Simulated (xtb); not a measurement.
GeH6O2Si, SMILES O[SiH2][GeH2][OH]. All values are semi-empirical tight-binding results from xtb (GFN2-xTB unless named), good for trends rather than for accurate numbers. Geometry: GFN2-xTB. This is a generated structure with no PubChem entry under its InChIKey; it may be hypothetical. The values are those of a single conformer.

Optimised geometry:

Bonds (Å): O1–Si2 1.620, O1–H5 0.954, Si2–Ge3 2.351, Si2–H6 1.471, Si2–H7 1.454, Ge3–O4 1.763, Ge3–H8 1.527, Ge3–H9 1.516, O4–H10 0.954. Bond angles (°): Si2–O1–H5 122.4, O1–Si2–Ge3 110.9, O1–Si2–H6 110.2, O1–Si2–H7 101.9, Ge3–Si2–H6 110.1, Ge3–Si2–H7 112.4, H6–Si2–H7 111.1, Si2–Ge3–O4 111.7, Si2–Ge3–H8 117.0, Si2–Ge3–H9 118.7, O4–Ge3–H8 105.3, O4–Ge3–H9 97.7, H8–Ge3–H9 104.0, Ge3–O4–H10 117.4.

For metal compounds this method's bond lengths and energies can be far off.

Task: Estimate the properties. (Estimate from the structure and the level; the computed values follow.)

Result: 
orbital gap: 4.92 eV
zero-point energy: 35.4 kcal/mol
G − E(el) at 298.15 K (modified RRHO): 14.7 kcal/mol

Computed atomic charges and the Wiberg bond orders between heavy atoms:
charges (e) O1 -0.47, Si2 0.49, Ge3 0.15, O4 -0.48, H5 0.31, H6 -0.09, H7 -0.08, H8 -0.07, H9 -0.05, H10 0.30. Bond orders O1–Si2 1.24, Si2–Ge3 0.67, Ge3–O4 1.19.
